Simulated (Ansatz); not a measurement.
Species: BI2, charge 0, doublet. BI2 (SMILES I[B]I, doublet).
B3LYP-D3(BJ)/def2-TZVP minimum from Ansatz (an electronic-structure program):
```xyz
3

B      0.8267    -0.1246    -0.2499
I      0.2666    -1.0528     1.5507
I     -0.3446     1.0646    -1.5271
```
Charge 0, spin multiplicity 2.

Atomisation energy term by term, kcal/mol (programs: Ansatz). UHF or UKS for unpaired electrons; spin-orbit terms are left out. Correlated methods leave the cores frozen (noble-gas shells, and filled d and f shells in the p block). Past Kr the def2 sets carry scalar-relativistic core potentials. CBS(X,Y): correlation extrapolated as X^-3, Hartree-Fock from the larger set. A bracket is a step between two methods taken in the basis named. Where a partner has so few electrons that a lower coupled-cluster level is exact, that level stands in. Spin-orbit terms, left out, reach several kcal/mol for Br and I, and more for heavier atoms.

```json
[
 {"term": "Hartree-Fock", "basis": "def2-QZVPP", "kcal/mol": "95.74"},
 {"term": "CCSD correlation", "basis": "CBS(def2-TZVPP,def2-QZVPP)", "kcal/mol": "37.13"},
 {"term": "(T)", "basis": "CBS(def2-TZVPP,def2-QZVPP)", "kcal/mol": "7.13"},
 {"term": "CCSDT(Q) - CCSD(T)", "basis": "def2-SVP", "kcal/mol": "0.60"},
 {"term": "sum: De", "basis": "", "kcal/mol": "140.6"}
]
```
